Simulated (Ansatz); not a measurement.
Molecule: sum formula H₄BSiO₂, charge 0, multiplicity 2. It need not be the lowest isomer of its formula. 
Coordinates optimised at B3LYP-D3(BJ)/def2-TZVP (Ansatz, a program for electronic structure):
```
B
O 1 1.2762
O 1 1.3526 2 144.38
H 3 0.9664 1 113.46 2 0.00
Si 1 2.1467 2 91.99 3 180.00
H 5 1.4747 1 108.51 2 60.79
H 5 1.4747 6 111.73 1 119.59
H 5 1.4879 6 110.16 7 122.78
```
Charge 0, spin multiplicity 2.

Total electronic energies in hartree. Valence correlation only, unless marked. UHF or UKS for open shells. Spin-orbit coupling is left out. No relativistic terms. CBS marks a two-point X^-3 extrapolation of the correlation energy; Hartree-Fock from the larger set. [CCSD(T)-MP2]/basis is that difference in the basis named.

```csv
level,program,energy (Eh)
PBE/def2-TZVPD,Ansatz,-466.96152
PBE-D3(BJ)/def2-TZVPD,Ansatz + dftd3,-466.96634
r2SCAN-D3(BJ)/def2-TZVPD,Ansatz + dftd3,-467.19694
B3LYP-D3(BJ)/def2-TZVPD,Ansatz + dftd3,-467.35027
PBE0/def2-SVP,Ansatz,-466.67748
PBE0-D3(BJ)/def2-TZVP,Ansatz + dftd3,-466.99181
r2SCAN0/def2-TZVPD,Ansatz,-467.16336
LC-wPBE-D4/def2-TZVPD,Ansatz + dftd4,-467.10934
B2PLYP-D4/def2-TZVPD,Ansatz + dftd4,-467.06723
B2PLYP/def2-TZVPD,Ansatz,-467.06385
"MP2/CBS(aug-cc-pV(T+d)Z,aug-cc-pV(Q+d)Z)",Ansatz,-466.5769
RI-MP2/cc-pV(T+d)Z,Ansatz,-466.46673
SCS-MP2/aug-cc-pV(D+d)Z,Ansatz,-466.29269
SCS-MP2/aug-cc-pV(T+d)Z,Ansatz,-466.47977
SCS-MP2/cc-pV(T+d)Z,Ansatz,-466.46346
SCS-MP2/cc-pwCVTZ,Ansatz,-466.47823
SCS-MP2/aug-cc-pV(Q+d)Z,Ansatz,-466.54532
CCSD/aug-cc-pV(T+d)Z,Ansatz,-466.51970
CCSD/cc-pVTZ,Ansatz,-466.50267
CCSD(T)/6-31G*,Ansatz,-466.22884
"RI-MP2/CBS(aug-cc-pV(T+d)Z,aug-cc-pV(Q+d)Z)+[CCSD(T)-MP2]/aug-cc-pV(T+d)Z",Ansatz,-466.6431
"RI-MP2/CBS(cc-pV(T+d)Z,cc-pV(Q+d)Z)+[CCSD(T)-MP2]/cc-pV(Q+d)Z",Ansatz,-466.6372
"CCSD(T)/CBS(aug-cc-pV(T+d)Z,aug-cc-pV(Q+d)Z)",Ansatz,-466.6352
```

Totals of different functionals don't rank their quality; only differences between species are comparable.
